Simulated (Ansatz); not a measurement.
Basis-set series for `C=[C]1[CH2][GaH]1`. Charge 0, multiplicity 1. The geometry is a stationary point of PBE0-D4/def2-TZVP.

```json
{"functional": "PBE0-D4", "basis": "def2-SVP", "functions": "99", "energy (Eh)": "-2041.34418", "HOMO (eV)": "-5.98", "LUMO (eV)": "-1.60"}
{"functional": "PBE0-D4", "basis": "def2-QZVPP", "functions": "410", "energy (Eh)": "-2041.76905", "HOMO (eV)": "-6.04", "LUMO (eV)": "-1.69"}
{"functional": "ωB97M-V", "basis": "def2-SVP", "functions": "99", "energy (Eh)": "-2041.56681", "HOMO (eV)": "-8.08", "LUMO (eV)": "0.16"}
{"functional": "ωB97M-V", "basis": "def2-QZVPP", "functions": "410", "energy (Eh)": "-2041.99564", "HOMO (eV)": "-8.15", "LUMO (eV)": "-0.06"}
```

Problem. Give the rows for def2-TZVPP. (Estimate.)

Solution. Computed: 
```tsv
functional	basis	functions	energy (Eh)	HOMO (eV)	LUMO (eV)
PBE0-D4	def2-TZVPP	211	-2041.71931	-6.02	-1.66
ωB97M-V	def2-TZVPP	211	-2041.94754	-8.13	0.08
```

Positive LUMOs are unbound and depend on the basis. Scalar relativity is left out up to krypton.
